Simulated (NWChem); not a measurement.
System: SiNH5O; SMILES N[SiH2]O

```xyz
8

Si    -0.4681     0.0273    -0.0013
N      0.4164    -1.4415     0.0098
O      0.5398     1.3603    -0.0250
H     -1.3167     0.0927     1.2291
H     -1.3266    -0.0041    -1.2234
H      0.8162    -1.7902    -0.8538
H      1.0036    -1.6799     0.8011
H      0.1434     2.2079     0.1963
```
Atoms are numbered in this order, from 1.

Program: NWChem. Geometry: optimised at PBE0/def2-SVP. Ions are spin-unrestricted doublets at the neutral geometry; other ion states weren't tried.

Q: Predict the results for PBE/def2-SVP. Quantities: vertical ionisation energy, ΔSCF (eV); −ε(HOMO) (eV).

A: 
```json
{
  "vertical ionisation energy, ΔSCF (eV)": "9.57",
  "−ε(HOMO) (eV)": "5.94"
}
```
